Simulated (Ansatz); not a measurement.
Mulliken charges of `F[SiH2][NH][AlH2]` from B3LYP/def2-TZVPP in Ansatz (PBE0-D4/def2-TZVP geometry).

```csv
atom,x (Å),y (Å),z (Å),charge (e)
F1,-1.184,1.367,-1.708,-0.329
Si2,0.077,1.161,-0.739,0.580
N3,0.300,-0.478,-0.321,-0.336
Al4,-0.170,-1.325,1.184,0.427
H5,1.241,1.690,-1.488,-0.097
H6,-0.201,1.923,0.499,-0.090
H7,0.733,-1.046,-1.040,0.120
H8,0.154,-2.870,1.281,-0.140
H9,-0.862,-0.469,2.315,-0.136
```

Q: By hand: the dipole of these point charges (1 e Å = 4.8032 D).

A: Σ q r = (0.342, -0.178, 0.227) e Å, of length 0.447 e Å = 2.15 D.

Q: How does the dipole of the full density compare? (An estimate is asked.)

A: Ansatz gave: (0.271, -0.229, 0.076) e Å, 1.74 D; the point charges give 1.24 times that, at 22° from its direction.

Point charges leave out the atoms' own dipoles, such as those of lone pairs, and Mulliken's split depends on the basis, so the two needn't agree.

B3LYP here is the variant with VWN-RPA as its local correlation; programs differ in this.
